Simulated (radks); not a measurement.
Species: Co10+. Configuration: [Ne] 3s2 3p5.

All-electron calculation, non-relativistic Kohn-Sham, PBE, spin-polarised, spherical densities, point nucleus; open shells are filled with parallel spins first. Program: a radial shooting solver on a logarithmic mesh with Libxc functionals.

Energy parts (eV):
total: -36573.903
kinetic: 36555.267
electron-nucleus: -82553.661
Hartree: 10804.488
exchange-correlation: -1379.998

Orbitals (lengths in bohr, moments of r in powers of bohr; r(max) is where P^2 peaks; r(90%) holds 90 % of the orbital's charge):
orbital  occ.  eigenvalue (eV)  r(90%)      <r>       <r^4>   r(max)
1s up       1        -7781.227   0.101  0.05692  0.00004812  0.03750
1s down     1        -7780.546   0.101  0.05692  0.00004811  0.03750
2s up       1        -1150.042   0.398   0.2577     0.01057   0.2158
2s down     1        -1149.528   0.398   0.2577     0.01055   0.2159
2p up       3        -1034.308   0.368   0.2253    0.007754   0.1731
2p down     3        -1033.534   0.368   0.2253    0.007741   0.1732
3s up       1        -328.7826    1.03   0.7016      0.4711   0.6399
3s down     1        -326.3057    1.03   0.7028      0.4753   0.6403
3p up       3        -292.4572    1.05   0.7016      0.5036   0.6312
3p down     2        -290.0130    1.05   0.7030      0.5091   0.6316
3d up       0        -234.2780    1.05   0.6712      0.4920   0.5515
3d down     0        -232.1326    1.05   0.6720      0.4975   0.5504
4s up       0        -144.9735    2.07    1.467       8.059    1.429
4s down     0        -144.2053    2.08    1.471       8.162    1.432

The highest occupied level is 3p down at -290.01 eV. Virial ratio -V/T = 2.00051. The electron density at the nucleus is 1.342e+04 e/bohr^3.
